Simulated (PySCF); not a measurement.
**How methods differ on the excitation energy of Os+**

Os+ [Xe] 4f14 5d6 6s1 (6D) → Os+ [Xe] 4f14 5d5 6s2 (6S), as a difference of total energies. All numbers are calculated (PySCF 2.14, a scalar-relativistic core potential, in aug-cc-pVDZ-PP with ECP60MDF (5s5p4d2f, 54 functions)). Correlated levels: valence: 5s2 5p6 frozen. The calculations carry no spin-orbit coupling.

```csv
method,excitation energy (eV),error (eV)
UHF,0.942,+0.327
LDA,0.876,+0.261
PBE,1.195,+0.580
PBE0,1.227,+0.612
r2SCAN,1.290,+0.675
r2SCANh,1.262,+0.647
M06-L,0.692,+0.077
MN15,1.056,+0.441
LC-wPBE,1.307,+0.692
MP2 (valence),0.762,+0.147
SCS-MP2 (valence),0.668,+0.053
```

Reference: 0.615 eV (measured; NIST levels, between the centres of gravity of the two terms).

Errors of the correlated levels include the incompleteness of this basis and the frozen core.
